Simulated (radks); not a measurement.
The numbers below are computed, except where a source is named.
Trend from Lu to Hg: ionisation energy by Delta-SCF between NIST ground configurations, and size. Level of theory: Dirac Kohn-Sham, PBE, spin-unpolarised, spherical densities, finite nucleus; open shells are shared between the two j in proportion to 2j + 1; Fermi nuclear charge, rms radius of each element as measured or else 0.836 A^(1/3) + 0.57 fm (a radial shooting solver on a logarithmic mesh with Libxc functionals).

\begin{tabular}{lrrrrrrrrr}
species & configuration & configuration of the ion & IE (eV) & NIST (eV) & kind & -e(HOMO) (eV) & outermost & <r> outermost (bohr) & r at 0.001 e/bohr^3 (bohr) \\ \hline
Lu & [Xe] 4f14 5d1 6s2 & [Xe] 4f14 6s2 & 5.260 & 5.426 & exp. & 1.632 (5d5/2) & 6s1/2 & 3.65 & 5.06 \\
Hf & [Xe] 4f14 5d2 6s2 & [Xe] 4f14 5d1 6s2 & 6.502 & 6.825 & exp. & 2.520 (5d5/2) & 6s1/2 & 3.45 & 4.99 \\
Ta & [Xe] 4f14 5d3 6s2 & [Xe] 4f14 5d3 6s1 & 8.469 & 7.550 & exp. & 3.369 (5d5/2) & 6s1/2 & 3.30 & 4.89 \\
W & [Xe] 4f14 5d4 6s2 & [Xe] 4f14 5d4 6s1 & 8.886 & 7.864 & exp. & 4.203 (5d5/2) & 6s1/2 & 3.18 & 4.79 \\
Re & [Xe] 4f14 5d5 6s2 & [Xe] 4f14 5d5 6s1 & 9.251 & 7.834 & exp. & 5.031 (5d5/2) & 6s1/2 & 3.07 & 4.70 \\
Os & [Xe] 4f14 5d6 6s2 & [Xe] 4f14 5d6 6s1 & 9.581 & 8.438 & exp. & 5.857 (5d5/2) & 6s1/2 & 2.98 & 4.61 \\
Ir & [Xe] 4f14 5d7 6s2 & [Xe] 4f14 5d7 6s1 & 9.884 & 8.967 & exp. & 6.336 (6s1/2) & 6s1/2 & 2.90 & 4.53 \\
Pt & [Xe] 4f14 5d9 6s1 & [Xe] 4f14 5d9 & 9.204 & 8.959 & exp. & 5.650 (5d5/2) & 6s1/2 & 2.93 & 4.36 \\
Au & [Xe] 4f14 5d10 6s1 & [Xe] 4f14 5d10 & 9.420 & 9.226 & exp. & 5.775 (6s1/2) & 6s1/2 & 2.87 & 4.28 \\
Hg & [Hg] & [Xe] 4f14 5d10 6s1 & 10.694 & 10.438 & exp. & 6.823 (6s1/2) & 6s1/2 & 2.70 & 4.31 \\
\end{tabular}

Reference values: NIST Atomic Spectra Database (exp. = measured, semi-emp. = semi-empirical, theory = theoretical value adopted there). Spin polarisation and multiplet splitting are left out, so open shells lie too high by an amount that depends on their filling. Sharing an open shell by 2j + 1 raises it above the true ground level by a part of the spin-orbit splitting, which enters the differences from NIST.

Beside tabulated values, note that spin-unpolarised runs miss the spin-polarisation part of the exchange energy of open shells.
